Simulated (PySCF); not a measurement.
Identify the unknown among the candidates.

All candidates are C4H7FO3.

| technique | computed result |
| --- | --- |
| NMR, other nuclei | isotropic shieldings of nuclei other than C and H, by class: 221 (1 O), 239 (1 O), 270 (1 O), 319 (1 F) ppm [GIAO PBE0/pcSseg-1] |
| Triplet | lowest triplet excitation (Tamm–Dancoff): 7.70 eV [TDA CAM-B3LYP/def2-SVPD] |
| 13C NMR | chemical shifts (computed TMS as zero) by class: 116.2 (1 C), 111.2 (1 C), 105.1 (1 C), 57.0 (1 C) ppm [GIAO PBE0/pcSseg-1] |
| Rotational structure | rotational constants A, B, C: 3.557, 1.666, 1.377 GHz [GFN2-xTB] |
| UV, first state | lowest singlet excitation: 7.87 eV (158 nm, f = 0.002) [TDDFT CAM-B3LYP/def2-SVPD] |
| Couplings | largest of the computed one-bond spin–spin couplings (means over like bonds): 19F–13C -280.4, 13C–1H +196.5, 13C–1H +182.0, 13C–1H +174.4, 13C–1H +173.5, 13C–1H +148.0 (×3), 13C–13C +51.6, 17O–13C +28.4 Hz [B3LYP/pcJ-1, spin–dipole term left out for some pairs] |
| Dipole | 2.31 D [CAM-B3LYP/def2-SVPD] |
| Polarisability | 59.5 au [CAM-B3LYP/def2-SVPD] |

Electronic properties: PySCF, gas phase, density fitting. Levels stand in brackets. The structure is a single GFN2-xTB conformer in the gas phase; no vibrational or solvent corrections. NMR classes are plain means over equivalent atoms (diastereotopic ones count apart unless rotation or inversion swaps them), as if these changed places fast.

Question: Which candidate is it?
A. `CO[C@@H]1OCO[C@H]1F`
B. `F[C@H]1COCOCO1`
C. `CO[C@@H]1OCO[C@@H]1F`

Answer: A. It is `CO[C@@H]1OCO[C@H]1F`. Numbering: `[CH3:1][O:2][C@@H:3]1[O:4][CH2:5][O:6][C@H:7]1[F:8]`. Its formula, C4H7FO3, gives 1 degree of unsaturation: 1 ring and 0 π bonds in the structure found. 4 carbons fall into 4 classes; from least to most shielded: sp3 C–F carbon [C7] (116.2 ppm), sp3 carbon bearing two oxygens [C3] (111.2 ppm), sp3 carbon bearing two oxygens [C5] (105.1 ppm), methoxy carbon [C1] (57.0 ppm). The other shieldings belong to: 221 ppm, cyclic ether oxygen [O6]; 239 ppm, cyclic ether oxygen [O4]; 270 ppm, ether oxygen [O2]; 319 ppm, alkyl fluorine [F8]. The couplings run between: -280.4 Hz, alkyl fluorine [F8] and sp3 C–F carbon [C7]; +196.5 Hz, sp3 C–F carbon [C7] and its hydrogen; +182.0 Hz, sp3 carbon bearing two oxygens [C3] and its hydrogen; +174.4 Hz, sp3 carbon bearing two oxygens [C5] and its hydrogen; +173.5 Hz, sp3 carbon bearing two oxygens [C5] and its hydrogen; +148.0 Hz, methoxy carbon [C1] and its hydrogen (with 2 like pairs); +51.6 Hz, sp3 carbon bearing two oxygens [C3] and sp3 C–F carbon [C7]; +28.4 Hz, cyclic ether oxygen [O4] and sp3 carbon bearing two oxygens [C5]. The optimised geometry has point group C1 and is an asymmetric top.

The others, at the same levels:
- `F[C@H]1COCOCO1` fails: its computed 13C shifts are 114.0 (1 C), 95.4 (1 C), 93.6 (1 C), 76.2 (1 C) ppm, rotational constant A is 3.305 GHz (against 3.557 GHz) and dipole moment is 1.36 D (against 2.31 D).
- `CO[C@@H]1OCO[C@@H]1F` fails: its computed 13C shifts are 111.6 (1 C), 106.8 (1 C), 98.1 (1 C), 58.9 (1 C) ppm and rotational constant A is 3.374 GHz (against 3.557 GHz).

One-bond C–F couplings are unscaled; at this level they come out some 30 % too large in size.
